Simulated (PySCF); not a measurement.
A structure optimised at PBE-D3(BJ)/def2-TZVP, used in a PySCF frequency run:

```xyz
3

Y      0.0000     0.0000     0.3496
F      0.0000    -1.5668    -0.7576
F      0.0000     1.5668    -0.7576
```
Charge +1, spin multiplicity 1.

**Question.** Write its SMILES, formula and point group.

**Answer.** [F][Y+][F], F2Y, C2v

**Question.** What are its rotational constants (standard atomic weights)?

**Answer.** 15.486, 5.4184, 4.0139 GHz
